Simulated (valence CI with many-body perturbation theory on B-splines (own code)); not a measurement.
# Nb²⁸⁺: electric-dipole lines

Calculated by configuration interaction combined with many-body perturbation theory (CI+MBPT): three valence electrons over a frozen Dirac-Fock core [Ne], a basis of 11 s, 11 p, 9 d, 7 f, 5 g, 2 h, 1 i functions for each j, with the one-electron correlation potential Σ1 (screened to all orders), the two-electron term Σ2, the three-electron term Σ3, Breit, model QED; selected single and double excitations, second order for the rest (own B-spline code, finite nucleus).

The last digits are not significant, and no measured levels were compared; by estimate large intervals hold to a few tenths of a per cent, small ones and those within an open d or f shell to about a per cent.

Lines 101 to 150 of 280 in falling wavelength, among levels below 321.01 eV, chosen from the strongest by gf and those to the six lowest levels. Wavelengths and rates use the calculated energies. Electric multipoles are in the length gauge, E1 and E2 with the static RPA response of the core. Weak lines are less certain than strong ones. Lines between different terms over intervals too small for the method are left out, as are lines whose strength nearly cancels. Where a level lies close to another of its J and parity, the split of strength between their lines is uncertain. The highest levels of a list are the least certain.

Names give the largest LS component (configuration and term), which can be under half, so a name can repeat, a term be missing and a line seem to break the LS rules; names also repeat where a configuration has a term twice. Letters in brackets count levels of one name in rising energy.

| λ vac (Å) | Upper | Lower | A (s⁻¹) | S (a.u.) with core polarisation | S without |
| --- | --- | --- | --- | --- | --- |
| 121.8 | 3p3 2D°_3/2 | 3s.3p2 4P_1/2 | 1.14e+10 | 4.05e-02 | 4.16e-02 |
| 121.6 | 3p2.3d 2P_3/2 [a] | 3s.3p.3d 4F°_3/2 | 1.88e+10 | 6.68e-02 | 6.85e-02 |
| 121.2 | 3p2.3d 4P_3/2 [b] | 3s.3p.3d 2D°_3/2 [a] | 2.31e+10 | 8.10e-02 | 8.31e-02 |
| 120.3 | 3p2.3d 4P_5/2 | 3s.3p.3d 2D°_3/2 [a] | 1.23e+10 | 6.36e-02 | 6.51e-02 |
| 120.3 | 3s.3p.3d 4D°_7/2 | 3s.3p2 2D_5/2 | 9.34e+09 | 6.42e-02 | 6.57e-02 |
| 120.2 | 3p2.3d 2F_7/2 [b] | 3s.3p.3d 2D°_5/2 [a] | 2.16e+10 | 1.48e-01 | 1.52e-01 |
| 119.9 | 3p2.3d 4D_1/2 | 3s.3p.3d 4F°_3/2 | 5.46e+10 | 9.31e-02 | 9.55e-02 |
| 119.8 | 3p2.3d 4F_9/2 [b] | 3s.3p.3d 4F°_9/2 | 2.45e+10 | 2.08e-01 | 2.13e-01 |
| 119.2 | 3p2.3d 4D_3/2 | 3s.3p.3d 4F°_5/2 | 2.47e+10 | 8.24e-02 | 8.45e-02 |
| 119.1 | 3p3 4S°_3/2 | 3s.3p2 4P_3/2 | 3.41e+10 | 1.14e-01 | 1.17e-01 |
| 119.0 | 3s.3p.3d 4P°_3/2 | 3s.3p2 2D_5/2 | 2.09e+10 | 6.94e-02 | 7.12e-02 |
| 118.8 | 3s.3d2 4F_5/2 | 3s.3p.3d 4P°_3/2 | 1.18e+10 | 5.85e-02 | 5.99e-02 |
| 118.8 | 3s.3p2 2P_3/2 | 3s2.3p 2P°_3/2 | 5.18e+10 | 1.71e-01 | 1.76e-01 |
| 118.7 | 3p2.3d 4D_5/2 | 3s.3p.3d 4F°_5/2 | 2.68e+10 | 1.33e-01 | 1.36e-01 |
| 118.4 | 3s.3p.3d 2P°_3/2 [b] | 3s2.3d 2D_5/2 | 7.36e+10 | 2.42e-01 | 2.48e-01 |
| 118.3 | 3s.3p.3d 2P°_3/2 [a] | 3s.3p2 2P_1/2 | 1.53e+10 | 5.02e-02 | 5.14e-02 |
| 118.2 | 3p2.3d 2G_7/2 | 3s.3p.3d 4F°_7/2 | 7.02e+09 | 4.57e-02 | 4.69e-02 |
| 117.9 | 3s.3p2 2P_1/2 | 3s2.3p 2P°_1/2 | 1.00e+11 | 1.62e-01 | 1.67e-01 |
| 117.8 | 3s.3p.3d 4F°_7/2 | 3s.3p2 4P_5/2 | 9.96e+09 | 6.43e-02 | 6.58e-02 |
| 117.8 | 3s.3p2 2S_1/2 | 3s2.3p 2P°_3/2 | 7.34e+10 | 1.18e-01 | 1.22e-01 |
| 117.5 | 3s.3d2 4F_5/2 | 3s.3p.3d 4D°_5/2 | 8.64e+09 | 4.15e-02 | 4.26e-02 |
| 117.4 | 3s.3p.3d 2D°_5/2 [b] | 3s2.3d 2D_5/2 | 7.22e+10 | 3.46e-01 | 3.55e-01 |
| 117.2 | 3p2.3d 4D_3/2 | 3p3 4S°_3/2 | 2.56e+10 | 8.14e-02 | 8.34e-02 |
| 117.1 | 3s.3p.3d 4F°_5/2 | 3s.3p2 4P_3/2 | 5.27e+09 | 2.51e-02 | 2.57e-02 |
| 115.9 | 3s.3p.3d 2P°_3/2 [c] | 3s2.3d 2D_5/2 | 1.90e+10 | 5.84e-02 | 5.99e-02 |
| 115.7 | 3s.3p.3d 2P°_1/2 [a] | 3s.3p2 2S_1/2 | 4.67e+10 | 7.14e-02 | 7.31e-02 |
| 115.5 | 3p2.3d 2P_1/2 [a] | 3p3 2P°_1/2 | 5.03e+10 | 7.65e-02 | 7.84e-02 |
| 115.4 | 3s.3p.3d 2D°_5/2 [b] | 3s2.3d 2D_3/2 | 3.74e+10 | 1.70e-01 | 1.74e-01 |
| 115.3 | 3s.3d2 4F_7/2 | 3s.3p.3d 4D°_5/2 | 3.88e+10 | 2.35e-01 | 2.41e-01 |
| 115.2 | 3s.3p.3d 2F°_5/2 [b] | 3s.3p2 2P_3/2 | 5.89e+10 | 2.67e-01 | 2.73e-01 |
| 114.6 | 3s.3d2 4F_5/2 | 3s.3p.3d 2D°_3/2 [a] | 1.38e+10 | 6.15e-02 | 6.30e-02 |
| 114.4 | 3s.3p.3d 4D°_3/2 | 3s.3p2 4P_5/2 | 7.29e+08 | 2.16e-03 | 2.21e-03 |
| 114.4 | 3s.3p.3d 4P°_5/2 | 3s.3p2 4P_5/2 | 1.58e+10 | 7.01e-02 | 7.18e-02 |
| 114.4 | 3p2.3d 2D_3/2 | 3p3 2P°_1/2 | 2.07e+10 | 6.11e-02 | 6.25e-02 |
| 114.0 | 3s.3p.3d 2P°_3/2 [c] | 3s2.3d 2D_3/2 | 1.35e+11 | 3.94e-01 | 4.04e-01 |
| 113.6 | 3s.3p.3d 2F°_5/2 [a] | 3s.3p2 2D_3/2 | 5.15e+10 | 2.24e-01 | 2.29e-01 |
| 113.3 | 3p2.3d 2S_1/2 | 3s.3p.3d 4P°_3/2 | 2.38e+10 | 3.41e-02 | 3.50e-02 |
| 112.7 | 3p2.3d 2P_3/2 [b] | 3s.3p.3d 2P°_3/2 [a] | 4.45e+10 | 1.26e-01 | 1.29e-01 |
| 112.6 | 3s.3d2 4F_9/2 | 3s.3p.3d 4D°_7/2 | 6.68e+10 | 4.71e-01 | 4.82e-01 |
| 112.6 | 3s.3p.3d 2D°_5/2 [a] | 3s.3p2 2D_5/2 | 7.19e+10 | 3.04e-01 | 3.12e-01 |
| 112.5 | 3p2.3d 2F_7/2 [b] | 3s.3p.3d 4D°_5/2 | 1.05e+10 | 5.87e-02 | 6.02e-02 |
| 112.2 | 3p2.3d 4D_5/2 | 3s.3p.3d 4F°_3/2 | 8.74e+09 | 3.65e-02 | 3.74e-02 |
| 112.1 | 3s.3p.3d 2D°_3/2 [a] | 3s.3p2 2D_3/2 | 5.89e+09 | 1.64e-02 | 1.68e-02 |
| 111.8 | 3p2.3d 2D_5/2 [a] | 3p3 4S°_3/2 | 1.80e+10 | 7.44e-02 | 7.62e-02 |
| 111.8 | 3p2.3d 4D_7/2 | 3s.3p.3d 4P°_5/2 | 1.15e+10 | 6.35e-02 | 6.51e-02 |
| 111.6 | 3s.3p.3d 2P°_1/2 [b] | 3s.3p2 2S_1/2 | 4.43e+10 | 6.09e-02 | 6.24e-02 |
| 110.8 | 3s.3p.3d 2P°_1/2 [b] | 3s.3p2 2P_3/2 | 8.45e+10 | 1.13e-01 | 1.16e-01 |
| 110.0 | 3s2.3d 2D_3/2 | 3s2.3p 2P°_3/2 | 9.10e+10 | 2.39e-01 | 2.45e-01 |
| 109.4 | 3p2.3d 2S_1/2 | 3s.3p.3d 2D°_3/2 [a] | 3.29e+10 | 4.26e-02 | 4.36e-02 |
| 109.1 | 3s.3p.3d 4F°_3/2 | 3s.3p2 4P_1/2 | 7.64e+09 | 1.96e-02 | 2.01e-02 |
